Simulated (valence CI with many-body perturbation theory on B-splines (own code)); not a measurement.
**Which ion has this spectrum?**

A relativistic CI+MBPT calculation for an atom or ion with 6 electrons gives these levels (cm⁻¹):

| J | Parity | E | g |
| --- | --- | --- | --- |
| 0 | even | 0 |  |
| 1 | even | 29651 | 1.50 |
| 2 | even | 55743 | 1.45 |
| 2 | even | 140827 | 1.05 |
| 0 | even | 242476 |  |
| 2 | odd | 333541 | 1.99 |
| 2 | odd | 579025 | 1.20 |
| 1 | odd | 580275 | 0.56 |
| 3 | odd | 586923 | 1.33 |
| 0 | odd | 678782 |  |
| 1 | odd | 681267 | 1.45 |
| 2 | odd | 687107 | 1.46 |
| 1 | odd | 838851 | 1.91 |
| 2 | odd | 845692 | 1.01 |

The energies are calculated, with errors of perhaps 400 cm⁻¹, more in some levels.

(1) Which is it?
A. Sc15+
B. Mn19+
C. Ca14+
D. Ti16+

Results:

(1) D. Ti16+, ground level 2s2 2p2 3P_0.
